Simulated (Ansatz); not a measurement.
Ansatz (an electronic-structure program) input (CCSD(T)/aug-cc-pVDZ):

Ansatz 0.2 input:
```yaml
crystal:
  periodic: [false, false, false]
  atoms:
    - {symbol: C, position_ang: [0.58105689, -1.38511561, -1.32231240]}
    - {symbol: Ge, position_ang: [0.02900692, -0.07944728, -0.09458183]}
    - {symbol: C, position_ang: [-1.85865584, 0.65945300, 0.06860488]}
    - {symbol: C, position_ang: [1.13984088, 1.57706510, -0.18521629]}
    - {symbol: N, position_ang: [0.24260408, -0.70733166, 1.70706389]}
    - {symbol: H, position_ang: [0.86487425, -0.96896768, -2.29396198]}
    - {symbol: H, position_ang: [-0.13031814, -2.20747413, -1.44897213]}
    - {symbol: H, position_ang: [-2.57357128, -0.16336547, 0.15820667]}
    - {symbol: H, position_ang: [-2.11225421, 1.22864245, -0.82953786]}
    - {symbol: H, position_ang: [-1.96803739, 1.31555149, 0.93924302]}
    - {symbol: H, position_ang: [2.19626438, 1.30652553, -0.22809213]}
    - {symbol: H, position_ang: [0.97010331, 2.19170020, 0.70168182]}
    - {symbol: H, position_ang: [0.89474399, 2.16470090, -1.07408193]}
    - {symbol: H, position_ang: [0.71723074, -1.60334798, 1.64472635]}
    - {symbol: H, position_ang: [-0.65893755, -0.87874592, 2.14150248]}
basis:
  gaussian:
    orbitals: aug-cc-pVDZ
total_charge: -1
magnetization: {spin_polarized: false}
correlation: {method: ccsd_t, electrons: outside_noble_gas}
output: {forces: true}
```

End of the output:

```
mean field evaluation 4: about -61203.5708 eV, gradient 4.4e0 eV
mean field evaluation 8: about -61203.6555 eV, gradient 2.5e-3 eV
mean field evaluation 16: about -61203.6186 eV, gradient 2.9e-1 eV
mean field -61203.65552033 eV, -2249.1928550444 hartree, gradient 2.6e-6 eV, S^2 0.000000; 0 other end points of the search recorded, 0 dependent functions left out
18 core orbitals not correlated
reference -61203.65552033 eV, -2249.1928550444 hartree; 16, 16 occupied and 184, 184 virtual orbitals, 2190 factors
densities: 8.27 GiB planned
second order -21.02168792 eV of doubles, -0.00000000 eV of singles
coupled cluster: 6.31 GiB planned
cycle   1  -21.98965368 eV  change   -9.7e-1 eV  update   1.1e-1
cycle   2  -22.52164017 eV  change   -5.3e-1 eV  update   3.3e-2
cycle   3  -22.65838726 eV  change   -1.4e-1 eV  update   2.0e-2
cycle   4  -22.66451160 eV  change   -6.1e-3 eV  update   6.3e-3
cycle   5  -22.66080934 eV  change    3.7e-3 eV  update   4.5e-3
cycle   6  -22.66061185 eV  change    2.0e-4 eV  update   2.2e-3
cycle   7  -22.66067591 eV  change   -6.4e-5 eV  update   1.0e-3
cycle   8  -22.66042959 eV  change    2.5e-4 eV  update   4.9e-4
cycle   9  -22.66041635 eV  change    1.3e-5 eV  update   2.0e-4
cycle  10  -22.66053703 eV  change   -1.2e-4 eV  update   9.2e-5
cycle  11  -22.66047411 eV  change    6.3e-5 eV  update   5.0e-5
cycle  12  -22.66045572 eV  change    1.8e-5 eV  update   2.3e-5
cycle  13  -22.66045769 eV  change   -2.0e-6 eV  update   1.4e-5
cycle  14  -22.66045288 eV  change    4.8e-6 eV  update   7.4e-6
cycle  15  -22.66045597 eV  change   -3.1e-6 eV  update   4.1e-6
cycle  16  -22.66045716 eV  change   -1.2e-6 eV  update   2.3e-6
perturbative correction -0.83915398 eV, -0.0308383401 hartree
the calculation of the forces begins
1.61 GiB of device memory are held for the factors and their scratch space
Total energy: -61227.15513147 eV, -2250.0564498254 hartree
Atom 0 at     0.581057    -1.385116    -1.322312 Å, force     0.189492    -0.041284     0.179258 eV/Å
Atom 1 at     0.029007    -0.079447    -0.094582 Å, force    -0.177130     0.380731     0.085648 eV/Å
Atom 2 at    -1.858656     0.659453     0.068605 Å, force     0.469212    -0.185430    -0.037296 eV/Å
Atom 3 at     1.139841     1.577065    -0.185216 Å, force    -0.238960    -0.368429    -0.006665 eV/Å
Atom 4 at     0.242604    -0.707332     1.707064 Å, force     0.217036     0.377769     0.048324 eV/Å
Atom 5 at     0.864874    -0.968968    -2.293962 Å, force     0.215602     0.172944    -0.513471 eV/Å
Atom 6 at    -0.130318    -2.207474    -1.448972 Å, force    -0.299847    -0.490401    -0.061300 eV/Å
Atom 7 at    -2.573571    -0.163365     0.158207 Å, force    -0.355592    -0.383449     0.039868 eV/Å
Atom 8 at    -2.112254     1.228642    -0.829538 Å, force    -0.135051     0.275178    -0.427788 eV/Å
Atom 9 at    -1.968037     1.315551     0.939243 Å, force    -0.034605     0.302785     0.416567 eV/Å
Atom 10 at     2.196264     1.306526    -0.228092 Å, force     0.522122    -0.103462    -0.016667 eV/Å
Atom 11 at     0.970103     2.191700     0.701682 Å, force    -0.083116     0.303487     0.423108 eV/Å
Atom 12 at     0.894744     2.164701    -1.074082 Å, force    -0.102930     0.292056    -0.420949 eV/Å
Atom 13 at     0.717231    -1.603348     1.644726 Å, force     0.187222    -0.414559     0.063381 eV/Å
Atom 14 at    -0.658938    -0.878746     2.141502 Å, force    -0.373453    -0.117937     0.227983 eV/Å
Dipole moment:    -0.526038     0.595232     0.379838 e Å
```

It need not be the lowest isomer of its formula. Whether it binds its extra electron was not tested at this geometry.
